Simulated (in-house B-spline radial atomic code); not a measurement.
The numbers below are computed, except where a source is named.
## Mean free path of electrons in Al from the free-electron model

The electrons form a uniform gas at zero temperature with Lindhard's dielectric function (RPA). An added electron of energy E, from the band bottom, collides once per mean free path λ, with 1/λ = (1/πE) ∫dω ∫dq/q Im(−1/ε(q, ω)), in atomic (or effective) units, with ω up to E − E_F and q between √(2E) ∓ √(2(E − ω)); electron-hole pairs and the plasmon pole are integrated apart. No exchange between the two electrons.

Al: 3 valence electrons per atom, density 2.7 g/cm³, mass 26.98 u, so r_s = 2.07 bohr. Core levels, phonons and band structure are left out.

Question: Find E_F, the plasma energy, the screening length and the long-wave dispersion of the plasmon.

Answer: k_F = 1.91916/2.07 = 0.9271, E_F = k_F²/2 = 11.70 eV. ω_p = √(3/r_s³) = 0.5816 hartree = 15.83 eV. The Thomas-Fermi length is √(π/4k_F) = 0.920 bohr = 0.0487 nm. For small q, ω = ω_p + α q² with α = (3/5) E_F/ω_p = 0.4434; at q = 0.2739 this gives 16.73 eV, and the zero of ε lies at 16.76 eV. The plasmon meets the pair continuum ω = q k_F + q²/2 at q_c = 0.68475 = 0.74 k_F, 23.7 eV.

```json
{"E − E_F (eV)": "1.17", "λ (nm)": "73.8", "share of plasmon losses": "0.00", "lifetime (fs)": "34.7", "stopping (eV/nm)": "0.0105"}
{"E − E_F (eV)": "4.09", "λ (nm)": "8.35", "share of plasmon losses": "0.00", "lifetime (fs)": "3.54", "stopping (eV/nm)": "0.32"}
{"E − E_F (eV)": "8.77", "λ (nm)": "2.74", "share of plasmon losses": "0.00", "lifetime (fs)": "1.02", "stopping (eV/nm)": "2.05"}
{"E − E_F (eV)": "15.2", "λ (nm)": "1.31", "share of plasmon losses": "0.00", "lifetime (fs)": "0.425", "stopping (eV/nm)": "7.54"}
{"E − E_F (eV)": "23.4", "λ (nm)": "0.607", "share of plasmon losses": "0.20", "lifetime (fs)": "0.173", "stopping (eV/nm)": "27.3"}
{"E − E_F (eV)": "37.4", "λ (nm)": "0.332", "share of plasmon losses": "0.42", "lifetime (fs)": "0.08", "stopping (eV/nm)": "62"}
{"E − E_F (eV)": "70.2", "λ (nm)": "0.376", "share of plasmon losses": "0.52", "lifetime (fs)": "0.0701", "stopping (eV/nm)": "59.8"}
{"E − E_F (eV)": "164", "λ (nm)": "0.599", "share of plasmon losses": "0.60", "lifetime (fs)": "0.0763", "stopping (eV/nm)": "40.3"}
{"E − E_F (eV)": "409", "λ (nm)": "1.15", "share of plasmon losses": "0.67", "lifetime (fs)": "0.0946", "stopping (eV/nm)": "22.1"}
{"E − E_F (eV)": "1170", "λ (nm)": "2.65", "share of plasmon losses": "0.72", "lifetime (fs)": "0.13", "stopping (eV/nm)": "10"}
```

Question: Where is λ shortest, and how does it grow on either side?

Answer: The least value in the table is 0.332 nm at 37.4 eV, 2.4 times the plasma energy. Between the last two rows it grows as (E − E_F)^0.79, near Bethe's E/ln E, and between the first two as (E − E_F)^-1.74, where the Pauli principle blocks most collisions.

Question: Photoelectrons 164 eV above E_F leave through 1 nm of this material at 60° from the normal. What share escapes without loss, and what depth gives 95 % of a bulk signal? Ignore elastic scattering.

Answer: exp(−d/(λ cos θ)) = exp(−1/(0.599 × 0.500)) = 0.035. 95 % comes from within 3λ cos θ = 0.90 nm. The mean loss per collision is λ × stopping = 24.1 eV. Core excitations, left out, would shorten λ a little at this energy.
